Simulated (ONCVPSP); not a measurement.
**u(r) = r·R(r): atom against pseudo-atom (antimony)**

Columns: radius, all-electron u(r) and pseudo u(r) of the 4s shell (level -167.10 eV) of antimony in the configuration [Ar] 3d10 4s2 4p6 4d10 5s2 5p1; PBEsol, scalar-relativistic, ONCV scheme, ONCVPSP 4.0.1.

```
r (bohr)  all-electron  pseudo
   0.068        0.4465  0.0663
   0.135        0.0807  0.1472
   0.202       -0.5947  0.2548
   0.270       -0.7279  0.3951
   0.338       -0.3985  0.5620
   0.405        0.1014  0.7398
   0.473        0.5878  0.9159
   0.540        0.9552  1.0667
   0.608        1.1922  1.1810
   0.675        1.3035  1.2451
   0.742        1.3210  1.2587
   0.810        1.2709  1.2244
   0.878        1.1787  1.1512
   0.945        1.0659  1.0526
   1.013        0.9430  0.9380
   1.080        0.8228  0.8214
   1.148        0.7076  0.7073
   1.215        0.6039  0.6037
   1.283        0.5099  0.5098
   1.350        0.4288  0.4287
   1.418        0.3575  0.3574
   1.485        0.2976  0.2975
   1.553        0.2459  0.2458
   1.620        0.2031  0.2031
   1.688        0.1668  0.1667
   1.755        0.1370  0.1369
```

Question: How many radial nodes do the two functions have?

Answer: The all-electron 4s function has n − l − 1 = 3 (the table is too coarse to show those close to the nucleus); the pseudo-wave has 0, since the states of the same l below it are removed with the core.

Question: At about which radius was the pseudo-wave matched?

Answer: 1.35 bohr. The columns agree to 0.0005 from 1.15 bohr on; several derivatives are matched, so the curves merge somewhat inside the radius.

Question: Is the pseudo-wave norm-conserving?

Answer: Yes: the ONCV scheme keeps the norm inside the radius equal to the all-electron one, which fixes the energy derivative of the logarithmic derivative at the level.
